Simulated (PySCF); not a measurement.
# TDDFT excited states: C2H7ISn

Compound: SnHMe2I, C2H7ISn.
SMILES: `[H][Sn]([CH3])([CH3])[I]`

Theory: TDDFT CAM-B3LYP/def2-SVPD, vertical, gas phase, core orbitals frozen in the response, def2 core potentials past Kr (PySCF). Isolated species at its PBE0-D3(BJ)/def2-SVP geometry, gas phase. Spin–orbit coupling is left out.

Q: Predict the UV-vis stick spectrum at this level.

A: 

```csv
state,E (eV),E (hartree),f,|μ| (D),"main configurations (H = HOMO, L = LUMO)"
S1,5.09,0.1870,0.016,0.90,"H-1→L (88%), H→L (8%)"
S2,5.09,0.1870,0.017,0.94,"H→L (88%), H-1→L (8%)"
S3,6.70,0.2464,0.078,1.76,"H→L+1 (70%), H→L+2 (15%)"
S4,6.72,0.2469,0.050,1.40,"H-1→L+1 (60%), H-1→L+2 (16%), H-2→L (12%)"
S5,6.83,0.2511,0.182,2.65,"H-2→L (42%), H-1→L+2 (24%), H→L+3 (22%)"
S6,6.89,0.2534,0.011,0.65,"H-3→L (56%), H→L+2 (32%)"
S7,7.01,0.2575,0.0042,0.40,H-1→L+3 (85%)
S8,7.03,0.2583,0.0016,0.24,"H-1→L+2 (34%), H→L+3 (30%), H-1→L+1 (16%)"
S9,7.14,0.2623,0.048,1.33,"H→L+2 (42%), H-3→L (31%), H→L+1 (18%)"
```

Triplets (Tamm–Dancoff): T1 4.67 eV, H-1→L (94%); T2 4.68 eV, H→L (94%); T3 5.64 eV, H-2→L (91%).

The lowest singlet level (S1/S2) comes at 244 nm (491 kJ/mol) in the ultraviolet; it is of moderate strength. The strongest level in the table is S5 at 6.83 eV (181 nm, f = 0.182). S1/S2 lie within about 0.01 eV of each other. Löwdin shares by element: HOMO (one of a set within 0.03 eV) iodine 85%, tin 6%; LUMO iodine 43%, tin 30%, hydrogen 10% or more, carbon 7% or more. Of the 9 states listed, 7 reach f = 0.01 and none stays under 0.0005. Weighted by f, the mean energy of these states is 6.69 eV. The listed states span 2.05 eV, and the widest gap between neighbours is 1.61 eV (S2 to S3). All these states lie below the vertical ionisation energy of 9.31 eV (ΔSCF). Orbitals of the list HOMO-3 to LUMO+2 that lie within 0.01 eV of each other are written together with a slash and their weights summed (≥ marks a lower bound); for degenerate orbitals outside that list single weights are arbitrary. Only the lowest 10 singlets were computed, as vertical energies without vibronic structure. The highest level found (7.29 eV, f 0.130 so far) is left out, since the window may have cut off a degenerate partner.
